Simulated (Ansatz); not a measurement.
```xyz
6

Li    2.3400    0.0000    0.0000
Li    1.1700    2.0265    0.0000
Li   -1.1700    2.0265    0.0000
Li   -2.3400    0.0000    0.0000
Li   -1.1700   -2.0265    0.0000
Li    1.1700   -2.0265    0.0000
```

Basis set: def2-SVP (spherical functions). All electrons are correlated. Charge 0, multiplicity 1.

Computed with Ansatz (development build ahead of 0.2.0); each method stands on the lowest determinant of its kind that the runs found. Restricted open shells among the atoms or ions are ROHF, correlated in semicanonical orbitals with singles.

**Question.** Give the atomization energy at this shape (free ground-state atoms in the same class of orbitals less the molecule, no zero-point energy) of singlet Li6 by RHF-MP2, RHF.

**Answer.**

```json
{"method": "RHF-MP2", "atomization energy": "11.00 kcal/mol"}
{"method": "RHF", "atomization energy": "-41.46 kcal/mol"}
```

Caution: no unrestricted run beside it, a lower state can exist; the shape is not the minimum. Caution for RHF: the molecule lies well above its atoms at this level.
